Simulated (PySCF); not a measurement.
scandium atom (Sc), doublet (typed; the unrestricted solution is spin-contaminated); R2SCAN/def2-SVP in PySCF.

PySCF was given this input:
```python
from pyscf import gto, scf, dft

mol = gto.Mole()
mol.atom = '''
    Sc    0.00000000    0.00000000    0.00000000
'''
mol.basis = 'def2-svp'
mol.spin = 1
mol.verbose = 4
mol.build()

mf = dft.UKS(mol)
mf.xc = 'r2scan'
mf.kernel()
mf.analyze()
```

Output, abridged:

```
PySCF version 2.14.0

[INPUT] verbose = 4
[INPUT] num. atoms = 1
[INPUT] num. electrons = 21
[INPUT] charge = 0
[INPUT] spin (= nelec alpha-beta = 2S) = 1
[INPUT] symmetry False subgroup None
[INPUT] Mole.unit = angstrom
[INPUT] Symbol           X                Y                Z      unit          X                Y                Z       unit  Magmom
[...]
nuclear repulsion = 0
number of shells = 11
number of NR pGTOs = 73
number of NR cGTOs = 31
basis = def2-svp
ecp = {}

******** <class 'pyscf.dft.uks.UKS'> ********
method = UKS
initial guess = minao
damping factor = 0
level_shift factor = 0
DIIS = <class 'pyscf.scf.diis.CDIIS'>
diis_start_cycle = 1
diis_space = 8
diis_damp = 0
SCF conv_tol = 1e-09
SCF conv_tol_grad = None
SCF max_cycles = 50
direct_scf = True
direct_scf_tol = 1e-13
number electrons alpha = 11  beta = 10
XC library pyscf.dft.libxc version 7.1.2
    S. Lehtola, C. Steigemann, M. J. T. Oliveira, and M. A. L. Marques,  SoftwareX 7, 1–5 (2018)
XC functionals = r2scan
    J. W. Furness, A. D. Kaplan, J. Ning, J. P. Perdew, and J. Sun,  J. Phys. Chem. Lett. 11, 8208–8215 (2020)
    J. W. Furness, A. D. Kaplan, J. Ning, J. P. Perdew, and J. Sun,  J. Phys. Chem. Lett. 11, 9248–9248 (2020)
    J. W. Furness, A. D. Kaplan, J. Ning, J. P. Perdew, and J. Sun,  J. Phys. Chem. Lett. 11, 8208–8215 (2020)
    J. W. Furness, A. D. Kaplan, J. Ning, J. P. Perdew, and J. Sun,  J. Phys. Chem. Lett. 11, 9248–9248 (2020)
radial grids:
    Treutler-Ahlrichs [JCP 102, 346 (1995); DOI:10.1063/1.469408] (M4) radial grids

becke partition: Becke, JCP 88, 2547 (1988); DOI:10.1063/1.454033
pruning grids: <function nwchem_prune>
grids dens level: 3
symmetrized grids: False
atomic radii adjust function: <function treutler_atomic_radii_adjust>
small_rho_cutoff = 0
Set gradient conv threshold to 3.16228e-05
tot grids = 20640
init E= -760.206333541347

cycle= 1 E= -759.785753431802  delta_E= 0.421  |g|= 0.641  |ddm|= 2.21
cycle= 2 E= -759.608556461991  delta_E= 0.177  |g|= 0.956  |ddm|= 8.54
cycle= 3 E= -760.41339671608  delta_E= -0.805  |g|= 0.231  |ddm|= 8.24
cycle= 4 E= -760.458196341356  delta_E= -0.0448  |g|= 0.0666  |ddm|= 0.615
cycle= 5 E= -760.466697018441  delta_E= -0.0085  |g|= 0.0282  |ddm|= 0.556
cycle= 6 E= -760.467588317858  delta_E= -0.000891  |g|= 0.0203  |ddm|= 0.0732
cycle= 7 E= -760.468409743144  delta_E= -0.000821  |g|= 0.00128  |ddm|= 0.136
cycle= 8 E= -760.468421102318  delta_E= -1.14e-05  |g|= 0.000748  |ddm|= 0.0141
[...]
cycle= 19 E= -760.468426164794  delta_E= -8.79e-10  |g|= 1.98e-05  |ddm|= 0.000228
Extra cycle  E= -760.468426165208  delta_E= -4.15e-10  |g|= 4.8e-06  |ddm|= 5.37e-05
converged SCF energy = -760.468426165208  <S^2> = 1.1428071  2S+1 = 2.360345
**** SCF Summaries ****
Total Energy =                        -760.468426165208029
Nuclear Repulsion Energy =               0.000000000000000
One-electron Energy =                -1040.812721372462875
Two-electron Energy =                  280.344295207254845
Two-electron Coulomb Energy =          319.269446893605675
DFT Exchange-Correlation Energy =      -38.925151686350802
**** MO energy ****
                             alpha | beta                alpha | beta
[...]
To work with the spin densities directly, `use mulliken_meta_spin()` only printing them here.

 ** Mulliken spin pop alpha/beta on meta-lowdin orthogonal AOs **
 ** Mulliken Spin Density (per AO)  **
spin_pop of  0 Sc 1s        0.00000
spin_pop of  0 Sc 2s        0.00000
spin_pop of  0 Sc 3s        0.00013
spin_pop of  0 Sc 4s        0.05299
spin_pop of  0 Sc 5s       -0.00005
spin_pop of  0 Sc 2px      -0.00000
spin_pop of  0 Sc 2py      -0.00000
spin_pop of  0 Sc 2pz      -0.00000
spin_pop of  0 Sc 3px      -0.00010
spin_pop of  0 Sc 3py      -0.00010
spin_pop of  0 Sc 3pz       0.00014
spin_pop of  0 Sc 4px       0.00005
spin_pop of  0 Sc 4py       0.00005
spin_pop of  0 Sc 4pz      -0.00005
spin_pop of  0 Sc 3dxy      0.00000
spin_pop of  0 Sc 3dyz      0.00002
spin_pop of  0 Sc 3dz^2    -0.05142
spin_pop of  0 Sc 3dxz      0.00005
spin_pop of  0 Sc 3dx2-y2    0.99991
spin_pop of  0 Sc 4dxy     -0.00000
spin_pop of  0 Sc 4dyz     -0.00000
spin_pop of  0 Sc 4dz^2    -0.00163
spin_pop of  0 Sc 4dxz     -0.00000
spin_pop of  0 Sc 4dx2-y2    0.00000
spin_pop of  0 Sc 4f-3      0.00007
spin_pop of  0 Sc 4f-2     -0.00000
spin_pop of  0 Sc 4f-1     -0.00002
spin_pop of  0 Sc 4f+0     -0.00009
spin_pop of  0 Sc 4f+1     -0.00002
spin_pop of  0 Sc 4f+2      0.00000
spin_pop of  0 Sc 4f+3      0.00007
 ** Mulliken Spin Density (per atom)  **
spin density of  0 Sc =      1.00000
 ** Mulliken pop alpha/beta on meta-lowdin orthogonal AOs **
 ** Mulliken pop       alpha | beta **
[...]
In total            11.00000 | 10.00000
 ** Mulliken atomic charges   ( Nelec_alpha | Nelec_beta ) **
charge of  0Sc =      0.00000  (    11.00000     10.00000 )
Dipole moment(X, Y, Z, Debye):  0.00000,  0.00000,  0.00000
```
